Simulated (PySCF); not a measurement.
C₆H₁₁FN (doublet state).
Atom-mapped SMILES: `[CH3:1]/[CH:2]=[CH:3]/[C@@H:4]([F:5])[CH:6][NH:7][CH3:8]` (hydrogens: H9, H10, H11 on C1; H12 on C2; H13 on C3; H14 on C4; H15 on C6; H16 on N7; H17, H18, H19 on C8)

Geometry (GFN2-xTB, Å), atoms numbered from 1 in this order:
```xyz
19
C6H11FN angstrom
C      2.5471   -0.8016    0.8448
C      1.6173   -0.2246   -0.1688
C      0.9950    0.9423   -0.0405
C     -0.0351    1.4638   -1.0022
F      0.1905    0.9481   -2.2789
C     -1.3712    1.0374   -0.5017
N     -1.7533   -0.2779   -0.5945
C     -2.4082   -0.9495    0.5013
H      2.6461   -0.1416    1.7031
H      3.5323   -0.9613    0.4072
H      2.1799   -1.7700    1.1866
H      1.4811   -0.8100   -1.0685
H      1.1243    1.5501    0.8437
H      0.0206    2.5544   -1.0981
H     -1.9024    1.6644    0.1903
H     -1.1035   -0.8494   -1.1182
H     -1.7134   -1.2127    1.3095
H     -3.1762   -0.2933    0.9084
H     -2.8806   -1.8594    0.1338
```

The hyperfine couplings belong to this conformer and change with its torsions.

Level of theory: UKS B3LYP, pcH-1 on C F H N, non-relativistic, mean-field spin-orbit, GIAO (PySCF). One conformer (not necessarily the lowest) at the GFN2-xTB geometry, without solvent, vibrations or thermal averaging. Couplings are sensitive to structure, and on GFN2-xTB geometries they can be far from those on DFT ones. The SCF solution wasn't tested for stability.

(1) Break the g tensor into its mass correction, gauge correction and orbital-Zeeman/spin–orbit terms.

(2) How much does each term add to the isotropic shift?

(3) What are the electron Larmor frequencies g μB B/h along the three axes at 340 mT?

(4) In a frozen sample, at which fields do the three g values resonate at 9.5, 34, 94 and 263 GHz (hyperfine left aside), and which band first spreads them over more than twice a line width of 0.3 mT?

## Answers

(1) 
| Δg (ppm) | 1 | 2 | 3 |
| --- | --- | --- | --- |
| relativistic mass correction | -182 | -182 | -182 |
| gauge correction | 14 | 34 | -3 |
| orbital Zeeman/spin–orbit | -4 | 430 | 1247 |
| total | -171 | 282 | 1061 |

So g = 2.00215, 2.00260, 2.00338 and g_iso = 2.00271; the tensor is rhombic: the two nearest values differ by 37 % of g3 − g1. Axes: g1 points within 7° of the C1–C2 bond and g2 points within 4° of the C6–N7 bond.

(2) The orbital-Zeeman/spin–orbit term 558, the mass correction -182 and the gauge correction 15 ppm, for a total of 391 ppm. The orbital-Zeeman/spin–orbit term is the largest in size. The mass correction is the same along every axis, so the anisotropy comes from the other two: their spans along these axes are 37 (gauge) and 1250 ppm (orbital Zeeman/spin–orbit).

(3) 9.5277, 9.5298, 9.5335 GHz for g1, g2 and g3, a range of 5.9 MHz.

(4) 
```tsv
band	GHz	B(g3) mT	B(g2) mT	B(g1) mT	spread mT
X	9.5	338.80	338.94	339.01	0.21
Q	34.0	1212.56	1213.03	1213.31	0.75
W	94.0	3352.38	3353.68	3354.44	2.06
J	263.0	9379.52	9383.17	9385.30	5.78
```

The spread grows in proportion to the frequency. Q band is the first where it exceeds 0.6 mT.

The Mulliken spin populations are largest on C6 (+0.76), N7 (+0.17) and C2 (+0.10). The angles at C6 add up to 357.3°, so it is nearly planar; its axial dipolar tensor and the negative coupling of its proton fit spin in a p orbital normal to that plane.

The HOMO–LUMO gaps are 4.43 eV among the α and 5.74 eV among the β orbitals.

The run took 90 s of wall time (with the writing of density and orbital grids) on one thread, Arm Neoverse V1 (aarch64), no GPU, shared host with 64 logical CPUs at a one-minute load of 27, and the process peaked at 1.1 GiB of memory.
